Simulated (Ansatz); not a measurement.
Z-matrix (Å, degrees):
```
C
Si 1 1.851
H 1 1.094 2 110.4
H 1 1.093 2 110.3 3 -119.0
H 1 1.091 2 110.5 3 120.4
N 2 1.710 1 119.4 3 -81.0
C 2 1.854 1 125.6 3 -135.5
H 2 1.484 1 112.7 3 64.8
H 6 1.008 2 153.6 1 103.2
F 7 1.361 2 126.9 1 -4.6
F 7 1.362 2 123.6 1 -157.4
```

The species carries charge 0 and has multiplicity 1.

Question: List the r2SCAN/def2-TZVPP orbital energies in eV (the Gaussian-basis code of Ansatz). (Estimate.)

Answer: The calculation gave: Occupied: -1791.64, -666.13, -666.07, -385.40, -277.42, -273.19, -142.05, -96.96, -96.90, -96.86, -32.62, -30.97, -24.17, -18.76, -16.69, -15.07, -13.64, -12.97, -11.64, -11.11, -10.80, -10.61, -9.98, -9.53, -9.07, -8.85, -7.00, -6.52. Lowest empty: -0.75, 0.69, 1.22, 1.59, 2.17, 2.24, 2.84, 3.08.
